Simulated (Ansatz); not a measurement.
Basis-set extrapolation for CH7AlBNO (`B[NH][AlH][O]C`) (PBE0-D4/def2-TZVP geometry, frozen core, the Gaussian-basis code of Ansatz). Multiplicity 1, RHF reference.

```json
{"": "HF", "def2-TZVPP": "-438.048992", "def2-QZVPP": "-438.066423"}
{"": "MP2 correlation", "def2-TZVPP": "-0.807726", "def2-QZVPP": "-0.865422"}
{"": "CCSD(T) correlation", "def2-TZVPP": "-0.880511", "def2-QZVPP": "not run"}
```

Energies in hartree. Use E(X) = E(∞) + A·exp(−7.88·√X) for Hartree–Fock and E(X) = E(∞) + B·X^(−2.97) for correlation, with X = 3 and 4, and add CCSD(T) minus MP2 of the smaller set to the MP2 limit.

What is the CCSD(T) energy at the basis-set limit?

HF limit: -438.066423 + (-0.017431) × 0.13774 = -438.06882. MP2 limit: -0.865422 + (-0.057696) × 0.74074 = -0.90816. Higher-order term: -0.880511 − (-0.807726) = -0.07278. Total: -439.04976 hartree, 315.7 kJ/mol below CCSD(T)/def2-TZVPP.
